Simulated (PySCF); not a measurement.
SMILES COC(=O)[SiH2][SiH2]C(C)=O, GFN2-xTB optimised geometry.

```
19

C      2.11    -0.62     0.00
O      0.68    -0.62     0.00
C      0.07     0.55     0.00
O      0.64     1.62     0.06
Si    -1.82     0.37    -0.29
Si    -2.01     1.18    -2.46
C     -0.18     1.46    -3.00
C      0.39     2.84    -2.96
O      0.49     0.48    -3.26
H      2.48     0.13     0.69
H      2.42    -1.62     0.30
H      2.47    -0.40    -1.01
H     -2.48     1.21     0.71
H     -2.16    -1.03    -0.04
H     -2.74     2.45    -2.62
H     -2.58     0.22    -3.42
H      0.55     3.08    -1.90
H      1.35     2.89    -3.47
H     -0.31     3.56    -3.37
```

Density from PBE/def2-SVP run with PySCF 2.14.0 at that geometry.

Minimum of the electron density along straight lines between bonded atoms, close to the bond critical point (lines longer than 1.1 times the sum of covalent radii, or with two minima, are not listed):

| bond | length / Å | ρ at the minimum / e bohr⁻³ | ∇²ρ there / e bohr⁻⁵ | position (fraction from the first atom) |
|---|---|---|---|---|
| C1–O2 | 1.425 | 0.244 | -0.35 | 0.35 |
| O2–C3 | 1.329 | 0.307 | -0.24 | 0.67 |
| C3–O4 | 1.211 | 0.408 | 0.30 | 0.33 |
| C3–Si5 | 1.913 | 0.109 | 0.30 | 0.62 |
| Si6–C7 | 1.931 | 0.109 | 0.25 | 0.38 |
| C7–C8 | 1.498 | 0.257 | -0.58 | 0.51 |
| C7–O9 | 1.212 | 0.403 | 0.42 | 0.33 |
| C1–H10 | 1.092 | 0.280 | -1.07 | 0.65 |
| C1–H11 | 1.087 | 0.283 | -1.09 | 0.64 |
| C1–H12 | 1.092 | 0.279 | -1.07 | 0.65 |
| Si5–H13 | 1.467 | 0.116 | 0.30 | 0.49 |
| Si5–H14 | 1.464 | 0.117 | 0.31 | 0.49 |
| Si6–H15 | 1.470 | 0.114 | 0.31 | 0.49 |
| Si6–H16 | 1.465 | 0.116 | 0.31 | 0.49 |
| C8–H17 | 1.091 | 0.270 | -0.99 | 0.64 |
| C8–H18 | 1.088 | 0.273 | -1.00 | 0.64 |
| C8–H19 | 1.086 | 0.273 | -0.99 | 0.63 |
